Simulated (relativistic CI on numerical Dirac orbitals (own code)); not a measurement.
Method of calculation: Dirac-Coulomb-Breit CI, separate exchange-only KLI orbitals for each configuration, a model potential for QED, unscaled Slater integrals (own radial code, finite nucleus).

CI space (outside the closed core [Ne]): 3s, 3p, 3d, 4s, 4p, 4d, 4f, 5s, 5p, 5d, 5f, 5g, 6s, 6p, 6d, 7s, 7p. Levels of other configurations are missing.

At this charge energies of transitions that change n are usually good to better than 1 %, and those within a shell (Δn = 0) to a few per cent.

Outline of the computed level scheme of Ga XXI. Lowest level of each configuration: 3s 2S_1/2 at 0.000 eV; 3p 2P°_1/2 at 45.317 eV; 3d 2D_3/2 at 112.609 eV; 4s 2S_1/2 at 376.198 eV; 4p 2P°_1/2 at 394.470 eV; 4d 2D_3/2 at 419.562 eV; 4f 2F°_5/2 at 430.485 eV; 5s 2S_1/2 at 539.062 eV; 5p 2P°_1/2 at 548.146 eV.

Some strong electric-dipole decays among the lowest 15 levels: 4f 2F°_7/2 → 3d 2D_5/2 (2.9e+12 s⁻¹); 4f 2F°_5/2 → 3d 2D_3/2 (2.7e+12 s⁻¹); 4d 2D_5/2 → 3p 2P°_3/2 (1.3e+12 s⁻¹); 4d 2D_3/2 → 3p 2P°_1/2 (1.1e+12 s⁻¹); 4p 2P°_1/2 → 3s 2S_1/2 (5.9e+11 s⁻¹); 4s 2S_1/2 → 3p 2P°_3/2 (5.5e+11 s⁻¹); 4p 2P°_3/2 → 3s 2S_1/2 (5.5e+11 s⁻¹); 5p 2P°_1/2 → 3s 2S_1/2 (3.5e+11 s⁻¹).
